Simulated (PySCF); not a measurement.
Precursor series Zn F-H. All species are isolated molecules in the gas phase.

The numbers are results of B3LYP-D3(BJ)/def2-TZVP // BP86-D3(BJ)/def2-SVP (PySCF), not measurements. B3LYP has the VWN-RPA correlation part, as in Gaussian. 

```tsv
species	charge on the central atom (Mulliken) (e)	HOMO–LUMO gap (eV)	mean distance from the central atom to its bonded neighbours (Å)	HOMO (eV)
0 of 2 F replaced by H ([Zn(F)2])	0.94	7.88	1.737	-10.29
1 of 2 F replaced by H ([Zn(F)(H)])	0.50	…	1.630	-9.54
2 of 2 F replaced by H ([Zn(H)2])	…	…	1.549	-7.84
```

**Question.** Complete the blanks.

**Answer.** 
- 1 of 2 F replaced by H ([Zn(F)(H)]), HOMO–LUMO gap (eV): 8.65
- 2 of 2 F replaced by H ([Zn(H)2]), charge on the central atom (Mulliken) (e): 0.14
- 2 of 2 F replaced by H ([Zn(H)2]), HOMO–LUMO gap (eV): 6.88
